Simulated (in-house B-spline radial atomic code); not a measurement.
A calculation on the platinum ion Pt²⁺ (with a hole in an inner shell): its settings, and results tabulated from the run. Method: Dirac-Hartree-Fock, average of configuration, Fermi nucleus of rms radius 5.427 fm. Calculated with a B-spline radial code for spherical atoms.

Command:
```bash
python run_scf.py task.json out
```
Settings (nuclear radius in fm, mass in u):
```
Z                78
configuration    1s2 2s2 2p6 3s2 3p6 3d10 4s1 4p6 4d10 4f14 5s2 5p6 5d9
hamiltonian      dirac
method           hf
spin_polarised   False
nucleus          fermi
rms_radius       5.427
atomic_mass      194.96479
speed_of_light   137.035999084
```

Output (hartree, bohr):
```
 radial grid: 78 intervals, B-splines of order 8, outer radius 53.7037 bohr

 iter        energy (Eh)    residual
    1      -18406.098092    7.95e-01
    2      -18406.965665    5.61e-02
    3      -18407.015219    1.73e-02
    4      -18407.018475    8.51e-03
    5      -18407.019435    1.37e-03
    6      -18407.019479    4.18e-04
    7      -18407.019482    3.23e-05
    8      -18407.019482    2.47e-05
    9      -18407.019482    1.89e-06
   10      -18407.019482    4.68e-07

 total energy                    -18407.01948
 kinetic                           21033.2027
 electron-nucleus                 -46185.7155
 electron-electron                  6745.4934

 first-order corrections (not in the total)
   Gaunt                            23.1217
   retardation                      -2.4523
   frequency dependence             -0.4378
   self-energy                      17.1293
   Uehling                          -3.4179
   Wichmann-Kroll                    0.1467
   recoil                            0.0314

 orbital      occ     eigenvalue          <r>       <r^2>       <1/r>     <1/r^2>       <r^4>       r_max    small
 1s1/2      2.000     -2901.6566    0.0171499 0.000406157     93.8906     21701.4 4.52437e-07     0.01062  8.75e-02
 2s1/2      2.000      -516.2895    0.0716591  0.00613976     23.0443     3046.86 6.61932e-05     0.06139  2.00e-02
 2p1/2      2.000      -493.9269    0.0591338  0.00436636     22.9627     958.004 3.96824e-05     0.04538  2.01e-02
 2p3/2      4.000      -430.2541    0.0675216  0.00555226      18.853     485.887 6.05787e-05     0.05261  1.79e-02
 3s1/2      2.000      -124.7767     0.186339   0.0398639     8.46569     693.249  0.00241041      0.1727  6.68e-03
 3p1/2      2.000      -114.8331     0.176667   0.0364252     8.37507     222.876  0.00210854      0.1614  6.62e-03
 3p3/2      4.000      -100.6346     0.191953   0.0427956     7.31186     115.045  0.00287892       0.176  6.01e-03
 3d3/2      4.000       -84.2236     0.167639   0.0330058     7.18975     64.8154  0.00193276      0.1375  5.86e-03
 3d5/2      6.000       -81.1909     0.172327   0.0347492     6.94489     59.5321  0.00212259      0.1415  5.69e-03
 4s1/2      1.000       -29.2299     0.415367    0.195068     3.56221     174.435   0.0554926      0.3903  2.23e-03
 4p1/2      2.000       -24.7056      0.41714    0.197987     3.45923     55.2429   0.0580304      0.3888  2.14e-03
 4p3/2      4.000       -21.2598     0.449065     0.22918     3.10543     28.9273   0.0776816      0.4182  1.93e-03
 4d3/2      4.000       -14.3656      0.45812    0.242599     2.90384      15.287   0.0934278      0.4119  1.73e-03
 4d5/2      6.000       -13.7104     0.468884    0.253911     2.81862      14.024    0.102235      0.4213  1.67e-03
 4f5/2      6.000        -4.7011     0.497425    0.298024     2.45429     7.47755    0.178641      0.3807  1.31e-03
 4f7/2      8.000        -4.5624     0.503825    0.305728     2.42163      7.2669    0.188195      0.3853  1.28e-03
 5s1/2      2.000        -5.3593     0.954259     1.02316     1.43179      34.581     1.53165       0.871  5.49e-04
 5p1/2      2.000        -3.9117      1.02853     1.19504     1.30507      9.7619     2.15428      0.9176  4.64e-04
 5p3/2      4.000        -3.3077       1.1168     1.40931     1.17973     5.11282     3.00749      0.9914  3.99e-04
 5d3/2      3.600        -1.2702       1.4564     2.47053    0.896561     1.88986     10.5879       1.183  2.40e-04
 5d5/2      5.400        -1.2055      1.50986     2.65737    0.861693     1.69143     12.2918       1.221  2.23e-04
```

Cost of the run: 1.4 s on 1 thread of Arm Neoverse V2 (shared host).

For the Dirac Hamiltonian the kinetic term is c α·p + (β - 1)c².
